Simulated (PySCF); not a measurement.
Structure with atom numbers: `[O:1]=[S@@:2]1[CH:3]=[CH:4][C@@H:5]([F:6])[CH2:7][CH2:8]1` (H(Xn): hydrogen on atom n). Ha(C7), Ha(C8) are cis to F6 on the ring; Hb(C7), Hb(C8) are trans to F6 on the ring.

Geometry: GFN2-xTB; GIAO absolute shieldings from PySCF, gas phase, non-relativistic, averaged over equivalent atoms.

At HF/pcSseg-1 (178 basis functions, 17 s wall time on 1 thread of an Arm Neoverse V2, shared host):
```tsv
atoms	σ (ppm)
O1	340.3
S2	297.2
C3	50.6
C4	54.0
C5	115.8
C8	151.0
C7	174.5
F6	414.2
H(C3)	25.28
H(C4)	25.37
H(C5)	27.20
Hb(C7)	28.78
Hb(C8)	29.36
Ha(C7)	29.81
Ha(C8)	29.86
```

Question: What do these become at CAM-B3LYP/pcSseg-1?

Answer: 
| atoms | σ at CAM-B3LYP/pcSseg-1 | change |
| --- | --- | --- |
| O1 | 297.0 | -43.3 |
| S2 | 214.5 | -82.7 |
| C3 | 35.4 | -15.2 |
| C4 | 43.5 | -10.5 |
| C5 | 97.7 | -18.1 |
| C8 | 136.3 | -14.7 |
| C7 | 164.4 | -10.1 |
| F6 | 385.2 | -29.0 |
| H(C3) | 24.91 | -0.37 |
| H(C4) | 25.11 | -0.26 |
| H(C5) | 26.56 | -0.64 |
| Hb(C7) | 28.34 | -0.44 |
| Hb(C8) | 29.10 | -0.26 |
| Ha(C7) | 29.56 | -0.25 |
| Ha(C8) | 29.27 | -0.59 |

The largest change is at S2 (sulfoxide sulfur). Cost: 178 basis functions, 30 s wall time on 1 thread of an Arm Neoverse V2, shared host. The order of the carbon signals is the same at both levels.
